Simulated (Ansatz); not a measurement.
Molecule: PH, net charge 0, triplet state. SMILES: [PH]
Geometry: optimised at B3LYP-D3(BJ)/def2-TZVP (Ansatz, an electronic-structure program).

Computed values are from Ansatz. Correlated levels leave the core frozen unless marked. Open shells are spin-unrestricted. No spin-orbit coupling. Non-relativistic. Basis-set limits of correlation are two-point, X^-3; Hartree-Fock from the larger set (for Q and 5 zeta extrapolated as (X+1)exp(-9√X)).

The atomisation energy De comes out as 73.3 kcal/mol at CCSD(T)/CBS(cc-pV(Q+d)Z,cc-pV(5+d)Z) and the vertical electron affinity (to the doublet; negative means unbound) comes out as 1.02 eV at CCSD(T)/CBS(aug-cc-pV(T+d)Z,aug-cc-pV(Q+d)Z). The total energy is -341.4489 Eh at CCSD(T)/CBS(cc-pV(Q+d)Z,cc-pV(5+d)Z) and the dipole moment is 0.39 D at CCSD(T)/aug-cc-pV(D+d)Z. The T1 diagnostic is 0.019 at CCSD/cc-pV(5+d)Z.
